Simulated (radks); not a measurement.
Neutral hafnium inside a hard spherical wall (all orbitals vanish at R), configuration held at [Xe] 4f14 5d2 6s2 and not refilled when levels cross. All-electron calculation, scalar-relativistic Kohn-Sham, PBE, spin-polarised, spherical densities, finite nucleus; open shells are filled with parallel spins first (spin-orbit coupling, left out, can overturn this in heavy ions); Fermi nuclear charge, rms radius 5.347 fm. Program: a radial shooting solver on a logarithmic mesh with Libxc functionals. Eigenvalues in eV for spin up, with the zero of energy where the potential of the charges vanishes at infinity; a dash marks a level that is unbound or too diffuse for the functional's potential to be trusted. A positive occupied level is held by the wall or, in an anion where self-interaction has pushed it up, behind a barrier. The pressure on the wall is -dE/dV.

R (bohr)  E (hartree)  kinetic (hartree)    e(5p)    e(4f)   e(6s)   e(5d)  e(6p, empty)  e(7s, empty)  pressure (GPa)
free      -15076.1807          16513.207  -35.836  -16.745  -5.427  -3.095        -1.559             -               0
20        -15076.1807          16513.207  -35.836  -16.745  -5.427  -3.095        -1.559             -        < 0.0001
10        -15076.1797          16513.216  -35.757  -16.665  -5.370  -3.026        -1.381         1.746          0.0247
7         -15076.1557          16513.373  -34.897  -15.780  -4.674  -2.277        -0.033         7.700            1.29
6         -15076.1069          16513.626  -33.846  -14.680  -3.657  -1.331         1.677        13.583            5.23
4         -15075.4597          16516.160  -27.856   -8.079   5.802   5.137        15.839        52.676             131
3.5       -15074.8019          16518.586  -24.395   -4.045  13.876   9.600        27.021        79.800             359
2         -15058.0551          16577.147   22.975   45.282  154.49  74.029        192.91        417.87           23400
1.5       -15013.8997          16715.695   118.74   117.44  416.88  194.02        477.09        938.09          180000
